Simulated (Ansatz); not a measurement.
F₃MoO (SMILES [O]=[Mo+]([F])([F])[F]), charge +1, singlet, at a GFN2-xTB geometry (such geometries of metal compounds can be far from the true shape) (the multiplicity is a formal guess) (core potentials on Mo). Base run: SVWN5/def2-SVP run with Ansatz (a quantum-chemistry and plane-wave program).

Geometry (Å):
```xyz
5

Mo     0.0101     0.0052    -0.0116
O      1.0142     0.5215    -1.1730
F      0.9373    -0.8524     1.1428
F     -1.1567    -1.0132    -0.7393
F     -0.7291     1.3778     0.6935
```
Charge +1, spin multiplicity 1.
All else is at Ansatz's defaults.

The base run was repeated with changes; each row names its change, and settings that it needs were set with it.

```tsv
change	E (Eh)
base	-439.99315
functional = r2scan	-442.37279
functional = pbe	-442.18873
functional = lc_wpbe	-442.26502
functional = pbe0	[?]
functional = hse06	-442.07756
functional = wB97X	-442.36475
functional = revpbe	[?]
functional = pbe; dispersion = d3bjatm	[?]
functional = blyp	-442.46503
functional = b3lyp; dispersion = d3bj	-442.49496
functional = wB97M-V	[?]
functional = BHLYP	-442.15508
```

Problem. Complete the blanks.

Solution. 
- functional = pbe0, E (Eh): -442.09195
- functional = revpbe, E (Eh): -442.44156
- functional = pbe; dispersion = d3bjatm, E (Eh): -442.19195
- functional = wB97M-V, E (Eh): -442.26984

Totals shift with the method and basis; they matter in differences.
